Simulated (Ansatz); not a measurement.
Ansatz (a first-principles code) job for 4-fluoro-1,3-thiazole (C3H2FNS), SMILES n1cscc1F, PBE-D3(BJ)/def2-SVP. 

Ansatz 0.2 input:
```yaml
crystal:
  periodic: [false, false, false]
  atoms:
    - {symbol: F, position_ang: [-0.20278051, 2.29025585, 0.00000000]}
    - {symbol: C, position_ang: [-0.04231439, 0.97672028, 0.00000000]}
    - {symbol: C, position_ang: [-1.08460243, 0.08036873, 0.00000000]}
    - {symbol: S, position_ang: [-0.42603873, -1.51052700, 0.00000000]}
    - {symbol: C, position_ang: [1.16938916, -0.82518422, 0.00000000]}
    - {symbol: N, position_ang: [1.21266759, 0.47890240, 0.00000000]}
    - {symbol: H, position_ang: [-2.15412596, 0.28150187, 0.00000000]}
    - {symbol: H, position_ang: [2.05226302, -1.46911805, 0.00000000]}
basis:
  gaussian:
    orbitals: def2-SVP
hamiltonian:
  xc: pbe
  dispersion: d3bj
relax: {f_tol: 0.002, max_steps: 200}
```

Log of the run:

```
WARN ansatz: RAYON_NUM_THREADS=1 ignored (pool sized by the plan → 1); use --threads N
Functional definition: PBE
integrals: 0.04 GiB planned
1115 factors; their error is unknown
mean field: 0.26 GiB planned
mean field evaluation 1: about -18151.9888 eV, gradient 6.9e1 eV
mean field evaluation 2: about -18085.3809 eV, gradient 1.6e2 eV
mean field evaluation 4: about -18162.4598 eV, gradient 2.4e1 eV
mean field evaluation 8: about -18163.7281 eV, gradient 4.4e-1 eV
mean field evaluation 16: about -18163.6496 eV, gradient 3.9e-4 eV
mean field -18163.64958136 eV, -667.5018103513 hartree, gradient 3.9e-5 eV, S^2 0.000000; 0 other end points of the search recorded, 0 dependent functions left out
the calculation of the forces begins
reference -18163.64960510 eV, -667.5018112235 hartree; 26, 26 occupied and 72, 72 virtual orbitals, 1115 factors
relax step   1: F+E_penalty+E_count = -18163.85723870 eV  Δ(F+E_penalty+E_count) = +0.000e0 eV  max|allowed force component| = 4.028e-1 eV/Å  Δτ_max = 0.0000 Å  (31 SCF iters, accepted)
these checks for a lower state are left out or cut short: starts, cluster_reference, orbital_swaps, neighbouring_geometries, increment
integrals: 0.04 GiB planned
1115 factors; their error is unknown
mean field: 0.26 GiB planned
mean field -18163.65862834 eV, -667.5021428215 hartree, gradient 8.9e-6 eV, S^2 0.000000; 0 other end points of the search recorded, 0 dependent functions left out
the calculation of the forces begins
reference -18163.65865215 eV, -667.5021436963 hartree; 26, 26 occupied and 72, 72 virtual orbitals, 1115 factors
relax step   2: F+E_penalty+E_count = -18163.86652737 eV  Δ(F+E_penalty+E_count) = -9.289e-3 eV  max|allowed force component| = 1.634e-1 eV/Å  Δτ_max = 0.0106 Å  (35 SCF iters, accepted)
these checks for a lower state are left out or cut short: starts, cluster_reference, orbital_swaps, neighbouring_geometries, increment
integrals: 0.04 GiB planned
1115 factors; their error is unknown
mean field: 0.26 GiB planned
mean field evaluation 32: about -18163.6598 eV, gradient 1.2e-4 eV
mean field -18163.65983738 eV, -667.5021872527 hartree, gradient 9.0e-6 eV, S^2 0.000000; 0 other end points of the search recorded, 0 dependent functions left out
the calculation of the forces begins
reference -18163.65986122 eV, -667.5021881290 hartree; 26, 26 occupied and 72, 72 virtual orbitals, 1115 factors
relax step   3: F+E_penalty+E_count = -18163.86781818 eV  Δ(F+E_penalty+E_count) = -1.291e-3 eV  max|allowed force component| = 3.796e-2 eV/Å  Δτ_max = 0.0044 Å  (35 SCF iters, accepted)
these checks for a lower state are left out or cut short: starts, cluster_reference, orbital_swaps, neighbouring_geometries, increment
integrals: 0.04 GiB planned
1115 factors; their error is unknown
mean field: 0.26 GiB planned
mean field -18163.65989087 eV, -667.5021892186 hartree, gradient 9.0e-6 eV, S^2 0.000000; 0 other end points of the search recorded, 0 dependent functions left out
the calculation of the forces begins
reference -18163.65991472 eV, -667.5021900951 hartree; 26, 26 occupied and 72, 72 virtual orbitals, 1115 factors
relax step   4: F+E_penalty+E_count = -18163.86787216 eV  Δ(F+E_penalty+E_count) = -5.398e-5 eV  max|allowed force component| = 1.540e-2 eV/Å  Δτ_max = 0.0010 Å  (35 SCF iters, accepted)
these checks for a lower state are left out or cut short: starts, cluster_reference, orbital_swaps, neighbouring_geometries, increment
integrals: 0.04 GiB planned
1115 factors; their error is unknown
mean field: 0.26 GiB planned
mean field -18163.65989901 eV, -667.5021895178 hartree, gradient 6.3e-5 eV, S^2 0.000000; 0 other end points of the search recorded, 0 dependent functions left out
the calculation of the forces begins
reference -18163.65992286 eV, -667.5021903942 hartree; 26, 26 occupied and 72, 72 virtual orbitals, 1115 factors
relax step   5: F+E_penalty+E_count = -18163.86787911 eV  Δ(F+E_penalty+E_count) = -6.953e-6 eV  max|allowed force component| = 5.126e-3 eV/Å  Δτ_max = 0.0004 Å  (22 SCF iters, accepted)
these checks for a lower state are left out or cut short: starts, cluster_reference, orbital_swaps, neighbouring_geometries, increment
integrals: 0.04 GiB planned
1115 factors; their error is unknown
mean field: 0.26 GiB planned
mean field -18163.65989834 eV, -667.5021894931 hartree, gradient 1.3e-5 eV, S^2 0.000000; 0 other end points of the search recorded, 0 dependent functions left out
the calculation of the forces begins
reference -18163.65992219 eV, -667.5021903696 hartree; 26, 26 occupied and 72, 72 virtual orbitals, 1115 factors
relax step   6: F+E_penalty+E_count = -18163.86787961 eV  Δ(F+E_penalty+E_count) = -5.048e-7 eV  max|allowed force component| = 1.255e-3 eV/Å  Δτ_max = 0.0001 Å  (21 SCF iters, accepted)
integrals: 0.04 GiB planned
1115 factors; their error is unknown
mean field: 0.26 GiB planned
mean field evaluation 64: about -18163.7387 eV, gradient 4.6e-1 eV
mean field -18163.65989834 eV, -667.5021894931 hartree, gradient 1.8e-5 eV, S^2 0.000000; 1 other end points of the search recorded, 0 dependent functions left out
the calculation of the forces begins
reference -18163.65992219 eV, -667.5021903696 hartree; 26, 26 occupied and 72, 72 virtual orbitals, 1115 factors
Total energy: -18163.86790346 eV, -667.5098335404 hartree
Atom 0 at    -0.204021     2.305142    -0.000000 Å, force     0.000375    -0.000169     0.000000 eV/Å
Atom 1 at    -0.042505     0.983989     0.000000 Å, force     0.000176     0.000236    -0.000000 eV/Å
Atom 2 at    -1.088624     0.079941     0.000000 Å, force     0.000218    -0.000219     0.000000 eV/Å
Atom 3 at    -0.430413    -1.519704    -0.000000 Å, force    -0.000267    -0.000331    -0.000000 eV/Å
Atom 4 at     1.174789    -0.828577     0.000000 Å, force    -0.001255     0.000927    -0.000000 eV/Å
Atom 5 at     1.218832     0.481749     0.000000 Å, force     0.000214     0.000097     0.000000 eV/Å
Atom 6 at    -2.165189     0.279348    -0.000000 Å, force     0.000062    -0.000336     0.000000 eV/Å
Atom 7 at     2.061588    -1.478969    -0.000000 Å, force     0.000477    -0.000206     0.000000 eV/Å
Dipole moment:    -0.217152    -0.418779     0.000000 e Å
```

The calculation finished and met its thresholds.

Cost: about 18 core-seconds (a rough figure).
